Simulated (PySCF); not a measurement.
# Assigning NMR signals

Numbering as in the mapped SMILES `[CH3:1][c:2]1[cH:3][c:4]([Cl:5])[p:6][c:7]([CH:8]=[O:9])[cH:10]1`. Each H is labelled by its parent atom.

- shieldings: GIAO PBE/pcSseg-1
- PBE0-D3(BJ)/def2-SVP geometry
- program: PySCF
- single conformer, no relativistic terms, isolated molecule, rapidly exchanging positions averaged

Referencing at the same level of theory: 13C, 1H vs TMS.

**Question.** Assign these signals to the numbered atoms. 13C{1H} NMR (computed): δ 191.2 (CH), 181.6 (C), 170.3 (C), 146.5 (C), 142.6 (CH), 133.9 (CH), 26.1 (CH3).

**Answer.** 
191.2 → C8, aldehyde carbonyl carbon: the double bond to the heteroatom, with no lone-pair donor beside it, deshields it most
181.6 → C4, aromatic carbon bearing chlorine
170.3 → C7, substituted aromatic carbon
146.5 → C2, substituted aromatic carbon
142.6 → C3, aromatic CH
133.9 → C10, aromatic CH: the aromatic region
26.1 → C1, methyl carbon on an aromatic ring: aliphatic region, no heteroatom directly attached

**Question.** Assign these signals to the numbered atoms. 1H NMR (400 MHz, computed): δ 10.01 (m, 1H), 8.33 (m, 1H), 7.72 (m, 1H), 2.56 (s, 3H).

**Answer.** 
10.01 → H(C8), hydrogen on an aldehyde carbonyl carbon: the C=O anisotropy and electron withdrawal place aldehyde protons far downfield
8.33 → H(C10), hydrogen on an aromatic CH: ring current plus the deshielding of an ortho carbonyl group
7.72 → H(C3), hydrogen on an aromatic CH
2.56 → H(C1), hydrogen on a methyl carbon on an aromatic ring: benzylic-type position, deshielded by the ring

Carbons that carry Cl, above all several Cl atoms, come out too deshielded, partly because spin–orbit coupling is missing. Splittings by 31P in the carbon and heteronuclear signals aren't shown, as no couplings were computed. Shifts are as computed. Against solution values, carbons near 30 ppm lie about +2 ppm off and those near 130 ppm about +2 ppm. Of 1313 compounds with measured shifts, 239 miss one by over three times the rms of a fit or turn the order of signals round; such compounds aren't used in these exercises. Multiplicities follow the n + 1 count of equivalent neighbours, as no J values were calculated; m marks all less simple cases, F and P coupling included.
